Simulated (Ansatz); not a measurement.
All values below come from frozen-core CCSD(T)/cc-pVTZ // r2SCAN-D4/def2-TZVP (Ansatz, a quantum-chemistry and plane-wave program).

Ansatz 0.2 input:
```yaml
crystal:
  periodic: [false, false, false]
  atoms:
    - { symbol: C, position_ang: [1.001839, -0.22625, 0.253792] }
    - { symbol: O, position_ang: [-0.207155, -0.739201, -0.331743] }
    - { symbol: C, position_ang: [-1.254382, 0.072803, -0.393527] }
    - { symbol: S, position_ang: [-1.366071, 1.609403, 0.114735] }
    - { symbol: H, position_ang: [1.713041, -1.04638, 0.20033] }
    - { symbol: H, position_ang: [0.81705, 0.073721, 1.286167] }
    - { symbol: H, position_ang: [1.35, 0.640012, -0.310387] }
    - { symbol: H, position_ang: [-2.080876, -0.465773, -0.859471] }
basis:
  gaussian: { orbitals: cc-pVTZ }
correlation:
  method: ccsd_t
```

Output:

```
Functional definition: HF
1036 factors; integrals over basis functions are off by at most 9.3e-4 eV
mean field evaluation 1: about -14977.9306 eV, gradient 2.5e1 eV
mean field evaluation 2: about -14978.1890 eV, gradient 2.5e1 eV
mean field evaluation 4: about -14979.9462 eV, gradient 4.3e0 eV
mean field evaluation 8: about -14980.0005 eV, gradient 2.6e-1 eV
mean field evaluation 16: about -14977.9297 eV, gradient 2.5e1 eV
mean field -14980.00096636 eV, -550.5048817042 hartree, gradient 2.7e-6 eV, S^2 0.000000; 0 other end points of the search recorded, 0 dependent functions left out
8 core orbitals not correlated
reference -14980.00096636 eV, -550.5048817042 hartree; 12, 12 occupied and 160, 160 virtual orbitals, 1036 factors
second order -20.22819386 eV of doubles, -0.00000000 eV of singles
cycle   1  -20.31233236 eV  change   -8.4e-2 eV  update   1.2e-1
cycle   2  -20.87772918 eV  change   -5.7e-1 eV  update   3.7e-2
cycle   3  -21.02832555 eV  change   -1.5e-1 eV  update   2.1e-2
cycle   4  -21.01108268 eV  change    1.7e-2 eV  update   6.3e-3
cycle   5  -21.00853003 eV  change    2.6e-3 eV  update   2.8e-3
cycle   6  -21.00927803 eV  change   -7.5e-4 eV  update   9.2e-4
cycle   7  -21.00876196 eV  change    5.2e-4 eV  update   2.6e-4
cycle   8  -21.00866237 eV  change    1.0e-4 eV  update   1.1e-4
cycle   9  -21.00872645 eV  change   -6.4e-5 eV  update   5.1e-5
cycle  10  -21.00871652 eV  change    9.9e-6 eV  update   2.5e-5
perturbative correction -0.98945372 eV, -0.0363617537 hartree
Total energy: -15001.99913660 eV, -551.3132995496 hartree
```

Cost: about 2.5 core-minutes (a rough figure).
